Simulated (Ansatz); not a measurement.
Consider the redistribution: `[Cl][Zr]([Cl])([Cl])[Cl]` + `[SiH3][SiH2]Br` → `[Cl][Zr]([Cl])([Cl])[Br]` + `[SiH3][SiH2]Cl`.

Gas-phase electronic energies from Ansatz, PBE0-D4/def2-TZVP geometries. CCSD(T)/CBS adds triple-zeta CCSD(T) − MP2 to the extrapolated MP2 energy (def2 sets, frozen cores). DFT in def2-TZVPP. def2 core potentials past Kr. For Br, Zr outer-core shells are correlated without core-valence functions, which leaves a few kJ/mol of doubt a bond. Scalar relativity is left out up to krypton.

`[Cl][Zr]([Cl])([Cl])[Cl]`:

Cartesian coordinates in Å:
```
Cl -0.793 2.159 0.270
Zr 0.000 0.000 0.000
Cl -0.116 -0.591 -2.236
Cl 2.200 -0.110 0.715
Cl -1.292 -1.459 1.252
```

`[SiH3][SiH2]Br`:

Cartesian coordinates in Å:
```
Si 1.183 -0.269 0.039
Si -1.047 0.403 -0.143
Br -2.311 -1.057 0.975
H 2.057 0.685 -0.697
H 1.337 -1.627 -0.544
H 1.576 -0.292 1.471
H -1.280 1.744 0.451
H -1.515 0.412 -1.552
```

`[Cl][Zr]([Cl])([Cl])[Br]`:

Z-matrix (Å, degrees):
```
Zr
Cl 1 2.314
Cl 1 2.314 2 109.4
Br 1 2.472 2 109.5 3 120.1
Cl 1 2.314 2 109.4 3 -119.9
```

`[SiH3][SiH2]Cl`:

Cartesian coordinates in Å:
```
Si -0.715 0.952 -0.187
Si 0.655 -0.872 0.324
Cl 1.308 -1.723 -1.440
H -1.196 1.583 1.071
H -1.883 0.490 -0.982
H 0.056 1.950 -0.973
H 1.853 -0.463 1.100
H -0.077 -1.915 1.086
```

Question: Is it downhill or uphill in electronic energy at CCSD(T)/CBS, and by how much? (Best estimate.)

Answer: The calculation gave: Nearly level: ΔE = -0.3 kcal/mol.

Question: What do these levels give: LDA (SPW92), BLYP-D4, ωB97X-V, revPBE, PBE0, r2SCAN0? (Estimate.)

Answer: Computed: LDA (SPW92) 0.1, BLYP-D4 0.0, ωB97X-V 0.3, revPBE 0.4, PBE0 0.2, r2SCAN0 0.0 kcal/mol.

Largest T1 diagnostic among the species: 0.015.

Leaving LDA and LC-ωPBE aside and taking each functional with its dispersion term where it has one, the values, not all of them listed here, spread over 0.8 kcal/mol, from B2PLYP to ωB97X-V. At CCSD(T), def2-SVP lies +1.1 kcal/mol from the extrapolated value and def2-TZVPP −0.3 kcal/mol.
